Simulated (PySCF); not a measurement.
# Atomic charges by several schemes

Species: C₇H₆N₂.
Atom-mapped SMILES: `[H]/[N:9]=[CH:8]/[CH:7]=[C:6]=[CH:5]/[CH:4]=[CH:3]\[C:2]#[N:1]` (hydrogens: H10 on C3; H11 on C4; H12 on C5; H13 on C7; H14 on C8; H15 on N9)

Cartesian coordinates in Å at the GFN2-xTB level; atoms count from 1:
```xyz
15
C7H6N2 angstrom
N     -3.3445   -0.9601    2.6856
C     -3.1353   -0.3421    1.7407
C     -2.8828    0.4205    0.5888
C     -1.7252    0.3560   -0.0912
C     -0.6292   -0.5020    0.2871
C      0.5092   -0.5422   -0.3540
C      1.6556   -0.5504   -0.9704
C      2.7649    0.3167   -0.6021
N      3.8362    0.2578   -1.2614
H     -3.6844    1.0764    0.2783
H     -1.5830    0.9727   -0.9681
H     -0.7846   -1.1422    1.1486
H      1.8458   -1.2173   -1.8011
H      2.5769    0.9791    0.2536
H      4.5759    0.8850   -0.9564
```

Density: PBE0/pcSseg-1 (PySCF); schemes: Mulliken, IAO, Hirshfeld and ESP-fitted. Isolated species at its GFN2-xTB geometry (one conformer only).

Task: For which atoms does the sign change between the 4 schemes (beyond +0.03 e in one, beyond −0.03 e in another)?

Result: C4 and C6. Atomic charges aren't observables, and each scheme defines them in its own way.

Task: Do the Mulliken, IAO, Hirshfeld and ESP-fitted schemes agree on where the charge is lowest?

Result: All schemes agree: Mulliken N9 (-0.338); IAO N9 (-0.432); Hirshfeld N9 (-0.222); ESP-fitted N9 (-0.710).

Task: What partial charge does each atom carry?

Result: In e:

```csv
atom,environment,Mulliken,IAO,Hirshfeld,ESP-fitted
N1,nitrile nitrogen,-0.245,-0.240,-0.216,-0.498
C2,nitrile carbon,+0.077,+0.134,+0.076,+0.542
C3,alkene CH carbon,-0.101,-0.213,-0.035,-0.515
C4,alkene CH carbon,-0.068,-0.085,-0.007,+0.055
C5,outer carbon of cumulated double bonds,-0.174,-0.195,-0.053,-0.163
C6,central carbon of cumulated double bonds,+0.111,+0.059,+0.035,-0.042
C7,outer carbon of cumulated double bonds,-0.197,-0.195,-0.055,-0.218
C8,imine carbon,+0.072,+0.049,+0.048,+0.388
N9,imine nitrogen,-0.338,-0.432,-0.222,-0.710
H10,vinylic hydrogen,+0.149,+0.189,+0.071,+0.241
H11,vinylic hydrogen,+0.120,+0.172,+0.063,+0.150
H12,hydrogen on C5,+0.173,+0.187,+0.063,+0.190
H13,hydrogen on C7,+0.153,+0.193,+0.069,+0.192
H14,hydrogen on a C=N carbon,+0.096,+0.118,+0.046,+0.024
H15,N–H hydrogen,+0.173,+0.259,+0.118,+0.364
```

Mean size of the charges over all atoms: ESP-fitted 0.286 e, IAO 0.181 e, Mulliken 0.150 e, Hirshfeld 0.079 e. Each set sums to the total charge, 0, to within 0.001 e. The ESP scheme fits charges at the nuclei, held to the total charge, to the electrostatic potential on points at 1.4 to 2.0 times the van der Waals radii.

Task: How closely do the schemes follow one another over all atoms?

Result: Correlation coefficient and root-mean-square difference: Mulliken with IAO 0.98, 0.053 e; Mulliken with Hirshfeld 0.94, 0.081 e; IAO with Hirshfeld 0.92, 0.117 e; Hirshfeld with ESP-fitted 0.89, 0.265 e; IAO with ESP-fitted 0.88, 0.195 e; Mulliken with ESP-fitted 0.84, 0.228 e.

Task: How many electrons does the ESP-fitted scheme count on N9?

Result: Z − q = 7 − (-0.710) = 7.710.

Task: Sum the charges by element.

Result: 
```json
{"element": "N", "atoms": "2", "Mulliken": "-0.584", "IAO": "-0.671", "Hirshfeld": "-0.438", "ESP-fitted": "-1.207"}
{"element": "C", "atoms": "7", "Mulliken": "-0.280", "IAO": "-0.446", "Hirshfeld": "+0.008", "ESP-fitted": "+0.047"}
{"element": "H", "atoms": "6", "Mulliken": "+0.864", "IAO": "+1.118", "Hirshfeld": "+0.430", "ESP-fitted": "+1.160"}
```

The run behind these numbers computed NMR shieldings as well. Hardware: Arm Neoverse V1, one thread, no GPU, shared host. Cost: 30 s wall, 0.81 GiB resident at most.
